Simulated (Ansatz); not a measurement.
The same path of ClGeH₃ (5 atoms, charge 0, multiplicity 1) was run 3 times with different band settings. Lost on the way: Ge1–H2, Ge1–H3. Made: H2–H3.

The calculation used RKS PBE-D4/def2-TZVP in Ansatz.

Relaxed end points:

```xyz
5
Properties=species:S:1:pos:R:3
Ge 0.270 0.023 0.191
H 0.237 -0.041 1.732
H 1.712 -0.041 -0.353
H -0.489 1.253 -0.346
Cl -0.770 -1.740 -0.544
```

```xyz
5
Properties=species:S:1:pos:R:3
Ge 0.155 0.112 -0.946
H 0.977 0.181 1.272
H 1.567 -0.114 0.878
H -0.736 1.018 0.056
Cl -1.003 -1.743 -0.581
```

Common settings: movable images 9; climbing image yes; spring 5.0 eV/Å²; optimiser quadratic models (default); iteration limit 60; end points relaxed.

| run | start path | force threshold |
| --- | --- | --- |
| 1 | through a guess of the saddle point | 0.05 eV/Å |
| 2 | through a guess of the saddle point | 0.2 eV/Å |
| 3 | straight line | 0.05 eV/Å |

(1) What does each run give, and how far can it be trusted?

## Answers

(1) Run 1: converged after 11 iterations, highest image 2.182 eV above the first end. A vibrational analysis at the climbing image gives one clearly imaginary mode, 1091i cm⁻¹: a first-order saddle point.
Run 2: converged after 10 iterations, highest image 2.183 eV above the first end. The threshold of 0.2 eV/Å is loose, so the images may lie well off the minimum-energy path. Another band between the same ends (9 images) ends at a top of the same energy, where a vibrational analysis finds 1 clearly imaginary mode.
Run 3: converged after 7 iterations, highest image 2.182 eV above the first end. Another band between the same ends (9 images) ends at a top of the same energy, where a vibrational analysis finds 1 clearly imaginary mode.
The orbitals stay closed-shell, which can raise the energy where a bond breaks towards radicals; this wasn't checked here.
